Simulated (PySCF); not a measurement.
Species: C3H9BO.
Cartesian coordinates in Å at the GFN2-xTB level; atoms count from 1:
```
atom  x, y, z in Å
B1    -2.599   -0.442    0.747
O2    -1.565    0.337    1.005
C3    -0.427    0.465    0.184
C4     0.807   -0.086    0.899
C5     2.066    0.092    0.060
H6    -3.451   -0.436    1.551
H7    -2.669   -1.098   -0.235
H8    -0.291    1.533   -0.022
H9    -0.576   -0.062   -0.768
H10    0.918    0.433    1.853
H11    0.645   -1.145    1.111
H12    1.973   -0.433   -0.888
H13    2.241    1.145   -0.148
H14    2.929   -0.303    0.589
```

PySCF closed-shell single points with density fitting, gas phase. The input was altered on purpose; the results of an altered input aren't properties of the species above.

What comes out at BP86/pcSseg-0 with: at most 54 cycles, bond B1–O2 scaled by 0.5?

E = -217.0858 Eh; HOMO -3.83 eV, LUMO -2.64 eV (gap 1.19 eV), in 14 cycles. The distance B1···O2 goes from 1.320 to 0.660 Å, the nuclear repulsion from 172.50 to 181.66 Eh. Only O2 was moved, along that bond; its nearest neighbour is now B1 at 0.660 Å.

Coordinates of the altered input:
```
atom  x, y, z in Å
B1    -2.5991   -0.4423    0.7465
O2    -2.0822   -0.0527    0.8757
C3    -0.4272    0.4648    0.1841
C4     0.8071   -0.0857    0.8993
C5     2.0655    0.0919    0.0603
H6    -3.4513   -0.4359    1.5509
H7    -2.6685   -1.0982   -0.2352
H8    -0.2908    1.5334   -0.0225
H9    -0.5761   -0.0622   -0.7678
H10    0.9176    0.4328    1.8535
H11    0.6445   -1.1448    1.1111
H12    1.9726   -0.4335   -0.8878
H13    2.2412    1.1450   -0.1484
H14    2.9292   -0.3027    0.5892
```

The SCF part of the output:
```
final grid: 104392 points
cycle   1  E = -216.4977366349  dE =  2.712e+00  |g| = 1.701e+00  |ddm| = 5.540e+00
cycle   2  E = -212.0595080182  dE =  4.438e+00  |g| = 3.811e+00  |ddm| = 1.386e+01
cycle   3  E = -216.9749412064  dE = -4.915e+00  |g| = 5.276e-01  |ddm| = 1.342e+01
cycle   4  E = -216.4161163742  dE =  5.588e-01  |g| = 1.229e+00  |ddm| = 3.065e+00
cycle   5  E = -217.0348822646  dE = -6.188e-01  |g| = 3.766e-01  |ddm| = 3.252e+00
cycle   6  E = -217.0845977284  dE = -4.972e-02  |g| = 6.738e-02  |ddm| = 9.092e-01
cycle   7  E = -217.0850244939  dE = -4.268e-04  |g| = 4.203e-02  |ddm| = 1.824e-01
cycle   8  E = -217.0857844853  dE = -7.600e-04  |g| = 5.798e-03  |ddm| = 1.408e-01
cycle   9  E = -217.0857818529  dE =  2.632e-06  |g| = 6.700e-03  |ddm| = 4.189e-02
cycle  10  E = -217.0858027508  dE = -2.090e-05  |g| = 1.810e-03  |ddm| = 1.608e-02
cycle  11  E = -217.0858041743  dE = -1.423e-06  |g| = 5.733e-04  |ddm| = 3.819e-03
cycle  12  E = -217.0858043051  dE = -1.308e-07  |g| = 2.035e-04  |ddm| = 1.129e-03
cycle  13  E = -217.0858043246  dE = -1.952e-08  |g| = 2.821e-05  |ddm| = 6.306e-04
cycle  14  E = -217.0858043248  dE = -1.899e-10  |g| = 4.449e-06  |ddm| = 2.926e-05
converged SCF energy = -217.0858043248
```
